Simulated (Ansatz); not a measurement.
Geometry optimisation, Ansatz 0.2.0, RKS PBE-D4/def2-SVP.

Input:

```yaml
crystal:
  periodic: [false, false, false]
  atoms:
    - { symbol: Ge, position_ang: [0.0, 0.0, 0.0] }
    - { symbol: F, position_ang: [0.0, 0.0, 1.68] }
    - { symbol: Cl, position_ang: [2.0935, 0.0, -0.7393] }
    - { symbol: Cl, position_ang: [-1.0456, 1.8115, -0.7393] }
    - { symbol: Cl, position_ang: [-1.0456, -1.8115, -0.7393] }
basis:
  gaussian: { orbitals: def2-SVP }
hamiltonian:
  xc: pbe
  dispersion: d4
relax:
  f_tol: 0.02
  max_steps: 40
```

Launched with:

```bash
$ ansatz run input.yaml --threads 2 --pin off --max-ram 3072MiB --backend cpu --events-out ev --progress --plain --runs-dir out
```

Task: Where does it end, and by what steps?

Result: The forces met the threshold. After 3 steps the energy has fallen by 0.202 eV; Cl3 moved furthest, 0.06 Å.

```json
{"step": "0", "energy less start (eV)": "0.0000", "largest force component (eV/Å)": "3.079", "accepted": "yes"}
{"step": "1", "energy less start (eV)": "-0.1831", "largest force component (eV/Å)": "1.182", "accepted": "yes"}
{"step": "2", "energy less start (eV)": "-0.2016", "largest force component (eV/Å)": "0.022", "accepted": "yes"}
{"step": "3", "energy less start (eV)": "-0.2016", "largest force component (eV/Å)": "0.001", "accepted": "yes"}
```

```xyz
5
Properties=species:S:1:pos:R:3
Ge 0.000 0.000 -0.060
F 0.000 0.000 1.678
Cl 2.035 0.000 -0.718
Cl -1.017 1.762 -0.719
Cl -1.017 -1.762 -0.719
```

Whether the end is a true minimum wasn't checked by a vibrational analysis.

Time of the run: 7.5 s on 2 threads of Arm Neoverse V1, on a shared host, peak memory 0.13 GiB.
